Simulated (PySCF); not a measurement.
Run record: geometry optimisation, `N[SiH2][SiH2][GeH3]`.

Computed with PBE0-D3(BJ)/def2-SVP geometry optimisation, gas phase (PySCF 2.14.0). Start geometry: GFN2-xTB. The command runs a driver script over a list of jobs; the input below is this job's line of settings and its coordinates in Å.

Command:
```bash
OMP_NUM_THREADS=1 python probes_run.py task.json out
```

Input:
```
{"job": {"xc": "PBE0", "basis": "def2-SVP", "d3": "d3bj", "grid": 1, "shake": 0.01, "kind": "geom"}, "charge": 0, "multiplicity": 1}
N     -1.674020     0.896980    -0.175470
Si    -1.582580    -0.802640    -0.229800
Si     0.671480    -1.173930    -0.483430
Ge     1.951740     0.759910     0.029630
H     -1.195380     1.466610    -0.869230
H     -2.585910     1.362420     0.011890
H     -2.386040    -1.431810    -1.281620
H     -2.146930    -1.217650     1.042910
H      1.061410    -1.565000    -1.822520
H      1.187200    -2.264250     0.384120
H      1.514630     1.439820     1.318360
H      3.416100     0.628070     0.186020
H      1.774130     1.884580    -0.982410
```

Output:
```
step   0  E = -2715.10375988  max force = 0.039543
step   1  E = -2715.11415969  max force = 0.007184
step   2  E = -2715.11462073  max force = 0.001474
step   3  E = -2715.11477614  max force = 0.001369
step   4  E = -2715.11490640  max force = 0.002078
step   5  E = -2715.11501829  max force = 0.001517
step   6  E = -2715.11508333  max force = 0.000654
step   7  E = -2715.11511215  max force = 0.000481
step   8  E = -2715.11512573  max force = 0.000372
optimisation converged
```

Energies in Eh; «max force» is the largest Cartesian gradient component in Eh/bohr.

Problem. How much energy does the optimisation release, in kcal/mol?

Solution. E(step 0) − E(last step) = 0.011366 Eh, which is 7.1 kcal/mol.

Problem. Give the first gradient maximum in eV/Å.

Solution. With 1 Eh/bohr = 51.422 eV/Å, 2.033 eV/Å.

Main results: final energy -2715.11513 Eh after 8 steps; dipole 1.61 D.

Hardware: an Arm Neoverse V1 with one thread (shared host). Cost: 72 s wall, 0.50 GiB resident at most.
Labels such as C1 count atoms from 1, the log's own numbers from 0.
